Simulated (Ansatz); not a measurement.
F2H4O2Si2, SMILES `O[SiH](F)O[SiH2]F`, relaxed with RKS PBE-D4/def2-SVP in the Gaussian-basis code of Ansatz from a rough embedded geometry. The force threshold is 0.03 eV/Å; the program also tests the step.

Charge 0, multiplicity 1.

Start:

```xyz
10

O     2.147    1.437    0.306
Si    1.232    0.040    0.254
F     1.218   -0.518    1.679
O    -0.285    0.402   -0.226
Si   -1.660   -0.451   -0.480
F    -2.825    0.540   -1.026
H     1.850    2.042    1.025
H     1.858   -0.911   -0.711
H    -1.411   -1.475   -1.530
H    -2.124   -1.107    0.708
```

```json
{"step": "1", "energy (eV)": "-25324.5004", "largest force (eV/Å)": "4.429", "largest move (Å)": "0.000"}
{"step": "2", "energy (eV)": "-25324.7448", "largest force (eV/Å)": "2.556", "largest move (Å)": "0.058"}
{"step": "3", "energy (eV)": "-25324.8495", "largest force (eV/Å)": "0.551", "largest move (Å)": "0.200"}
{"step": "4 (rejected)", "energy (eV)": "-25324.6278", "largest force (eV/Å)": "3.125", "largest move (Å)": "0.200"}
{"step": "5", "energy (eV)": "-25324.8748", "largest force (eV/Å)": "0.228", "largest move (Å)": "0.100"}
{"step": "6", "energy (eV)": "-25324.8844", "largest force (eV/Å)": "0.020", "largest move (Å)": "0.100"}
{"step": "7", "energy (eV)": "-25324.8858", "largest force (eV/Å)": "0.095", "largest move (Å)": "0.058"}
{"step": "8", "energy (eV)": "-25324.8860", "largest force (eV/Å)": "0.079", "largest move (Å)": "0.044"}
{"step": "9", "energy (eV)": "-25324.8865", "largest force (eV/Å)": "0.048", "largest move (Å)": "0.017"}
{"step": "10", "energy (eV)": "-25324.8867", "largest force (eV/Å)": "0.027", "largest move (Å)": "0.010"}
```

End:

```xyz
10

O     2.050    1.505    0.369
Si    1.385   -0.004    0.267
F     1.451   -0.769    1.707
O    -0.219    0.096   -0.134
Si   -1.730   -0.484   -0.483
F    -2.602    0.758   -1.083
H     1.534    2.170    0.858
H     2.171   -0.776   -0.727
H    -1.639   -1.540   -1.542
H    -2.400   -0.957    0.768
```

It took 6.5 s on 4 threads of an Intel Xeon 6975P-C on a shared host, with 0.17 GiB of host memory at the peak.
